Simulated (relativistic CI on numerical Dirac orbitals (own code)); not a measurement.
Electric-dipole lines of La29+

Calculated at this level of theory: Dirac-Coulomb-Breit CI, KLI orbitals optimised for each configuration, a model potential for QED, unscaled Slater integrals (own radial code, finite nucleus).

Configuration list (outside the closed core [Ne]): 3s²3p⁶3d¹⁰, 3s²3p⁶3d⁹4s, 3s²3p⁶3d⁹4p, 3s²3p⁶3d⁹4d, 3s²3p⁶3d⁹4f, 3s²3p⁵3d¹⁰4s, 3s²3p⁶3d⁸4s², 3s²3p⁵3d¹⁰4p, 3s²3p⁶3d⁸4s4p, 3s²3p⁶3d⁹5s, 3s²3p⁶3d⁸4p², 3s²3p⁵3d¹⁰4d, 3s²3p⁶3d⁹5p, 3s3p⁶3d¹⁰4s, 3s²3p⁶3d⁸4s4d, 3s²3p⁶3d⁹5d. Levels of other configurations are missing.

```
λ vac (Å)                  Lower                   Upper   A (s⁻¹)  log gf  S velocity/length
   10.496     3s²3p⁶3d¹⁰ ¹S0 [1]  3s²3p⁵3d¹⁰4d ¹P°1 [80]  1.86e+13   -0.04               0.97
   11.996     3s²3p⁶3d¹⁰ ¹S0 [1]   3s²3p⁶3d⁹4f ¹P°1 [57]  1.01e+14    0.81               0.94
   12.352     3s²3p⁶3d¹⁰ ¹S0 [1]   3s²3p⁶3d⁹4f ³D°1 [49]  8.02e+12   -0.26               0.94
   27.622  3s²3p⁶3d⁹4p ³F°4 [10]   3s²3p⁶3d⁹5d ³G5 [101]  9.55e+11    0.08               1.00
   35.281    3s²3p⁶3d⁹4s ³D2 [5]  3s²3p⁵3d¹⁰4s ³P°1 [63]  1.62e+12   -0.04               0.92
   35.286  3s²3p⁶3d⁹4p ³F°3 [15]   3s²3p⁵3d¹⁰4p ³D2 [71]  1.67e+12    0.19               0.92
   43.479    3s²3p⁶3d⁹4s ¹D2 [3]  3s²3p⁵3d¹⁰4s ¹P°1 [43]  9.43e+11   -0.10               0.90
   43.537    3s²3p⁶3d⁹4s ³D3 [2]  3s²3p⁵3d¹⁰4s ³P°2 [41]  6.22e+11   -0.05               0.89
   43.593   3s²3p⁶3d⁹4p ³F°3 [7]   3s²3p⁵3d¹⁰4p ³D2 [59]  9.07e+11    0.11               0.89
   43.595  3s²3p⁶3d⁹4p ³F°4 [10]   3s²3p⁵3d¹⁰4p ³D3 [61]  8.42e+11    0.23               0.89
   43.613   3s²3p⁶3d⁹4d ³G5 [23]  3s²3p⁵3d¹⁰4d ³F°4 [78]  1.00e+12    0.41               0.79
   43.635   3s²3p⁶3d⁹4d ³G4 [19]  3s²3p⁵3d¹⁰4d ³F°3 [74]  1.08e+12    0.33               0.80
   101.71   3s²3p⁶3d⁹4p ³F°3 [7]    3s²3p⁶3d⁹4d ³F3 [21]  1.10e+11    0.08               0.94
   102.18   3s²3p⁶3d⁹4p ³P°2 [6]    3s²3p⁶3d⁹4d ³D2 [20]  1.57e+11    0.09               0.94
   103.14   3s²3p⁶3d⁹4p ³F°2 [8]    3s²3p⁶3d⁹4d ³G3 [29]  1.88e+11    0.32               1.06
   103.61   3s²3p⁶3d⁹4p ³F°3 [7]    3s²3p⁶3d⁹4d ³G4 [19]  1.96e+11    0.45               1.06
   117.78   3s²3p⁶3d⁹4d ³G3 [29]   3s²3p⁶3d⁹4f ³H°4 [51]  1.35e+11    0.40               1.02
   118.00   3s²3p⁶3d⁹4d ³G4 [19]   3s²3p⁶3d⁹4f ³H°5 [40]  1.35e+11    0.49               1.02
   122.32   3s²3p⁶3d⁹4d ³F4 [26]   3s²3p⁶3d⁹4f ³G°5 [47]  1.08e+11    0.42               1.00
   122.54   3s²3p⁶3d⁹4d ³G4 [32]   3s²3p⁶3d⁹4f ¹H°5 [52]  1.27e+11    0.50               1.01
   123.04   3s²3p⁶3d⁹4d ³G5 [23]   3s²3p⁶3d⁹4f ³H°6 [39]  1.26e+11    0.57               1.03
   123.75  3s²3p⁶3d⁹4p ³D°2 [17]    3s²3p⁶3d⁹4d ³F3 [34]  1.08e+11    0.24               1.01
   124.13  3s²3p⁶3d⁹4p ³D°3 [13]    3s²3p⁶3d⁹4d ³F4 [26]  1.01e+11    0.32               1.03
   124.31  3s²3p⁶3d⁹4p ³F°3 [15]    3s²3p⁶3d⁹4d ³G4 [32]  1.38e+11    0.46               1.06
   124.38  3s²3p⁶3d⁹4p ³F°4 [10]    3s²3p⁶3d⁹4d ³G5 [23]  1.37e+11    0.54               1.08
   141.48    3s²3p⁶3d⁹4s ³D3 [2]   3s²3p⁶3d⁹4p ³D°3 [13]  4.57e+10   -0.02               0.92
   146.60    3s²3p⁶3d⁹4s ¹D2 [3]   3s²3p⁶3d⁹4p ¹D°2 [11]  5.84e+10   -0.03               0.93
   147.05    3s²3p⁶3d⁹4s ³D2 [5]   3s²3p⁶3d⁹4p ³F°3 [15]  6.90e+10    0.19               1.07
   147.32    3s²3p⁶3d⁹4s ³D3 [2]   3s²3p⁶3d⁹4p ³F°4 [10]  6.87e+10    0.30               1.09
   210.70    3s²3p⁶3d⁹4s ³D3 [2]    3s²3p⁶3d⁹4p ³P°2 [6]  1.94e+10   -0.19               0.81
```

Terms are leading LS components. Brackets give the number of a level in order of energy, since labels repeat. The list gives strong lines, with weight on those to low levels, among the lowest 200 of 461 levels, so that lines to higher ones, which can be the strongest, are missing. Levels whose partners in the same complex of configurations lie outside the list can be far off, and so can their lines. Rates are taken at the computed energies, electric ones in the length gauge. A velocity-to-length ratio far from 1 marks an uncertain rate.

At this charge energies of transitions that change n are usually good to better than 1 %, and those within a shell (Δn = 0) to a few per cent.

LS names give the leading component of a level, which can be under half, so a name can repeat, a term be missing and a line seem to break the LS rules.
